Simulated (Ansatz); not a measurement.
Start from `O[SiH](F)[S][GeH3]` and change one atom or group to get `O[SiH](F)[SiH2]I`.

Ansatz, PBE0-D4/def2-TZVP geometries, multiplicity 1. Each molecule was computed in one conformer, which needn't be the lowest.

Elements past krypton have def2 core potentials. Scalar relativity is left out up to krypton. Spin–orbit coupling is left out; it splits and shifts lone-pair levels of the heavy atoms by tenths of an eV.

```csv
property,`O[SiH](F)[S][GeH3]`
"ideal-gas entropy at 298 K and 1 bar (rigid rotor, harmonic PBE0-D4/def2-TZVP) / J/(mol·K)",389
LUMO energy (ωB97M-V/def2-TZVPP) / eV,1.50
size of the dipole moment (ωB97M-V/def2-TZVPP) / D,1.80
HOMO energy (PBE0/def2-TZVPP) / eV,-7.67
HOMO energy (ωB97M-V/def2-TZVPP) / eV,-9.83
HOMO energy (PBE/def2-TZVPP) / eV,-6.45
```

(1) What does the change do to each property? (An estimate is asked.)

## Answers

(1) Computed: 
```tsv
property	`O[SiH](F)[SiH2]I`	shift
ideal-gas entropy at 298 K and 1 bar (rigid rotor, harmonic PBE0-D4/def2-TZVP) / J/(mol·K)	387	-2
LUMO energy (ωB97M-V/def2-TZVPP) / eV	0.34	-1.16
size of the dipole moment (ωB97M-V/def2-TZVPP) / D	1.32	-0.48
HOMO energy (PBE0/def2-TZVPP) / eV	-7.77	-0.10
HOMO energy (ωB97M-V/def2-TZVPP) / eV	-9.81	0.02
HOMO energy (PBE/def2-TZVPP) / eV	-6.64	-0.19
```

With PBE0 the HOMO falls by 0.10 eV and the LUMO falls by 1.10 eV, so the gap narrows by about 1.00 eV. PBE moves the HOMO by -0.19 eV and ωB97M-V by 0.02 eV. The zero-point energy changes by -20.0 kJ/mol with -3 modes. Dipoles are sizes alone; their direction can turn. Modes under 60 cm⁻¹, often nearly free rotors, make the harmonic entropy too high.
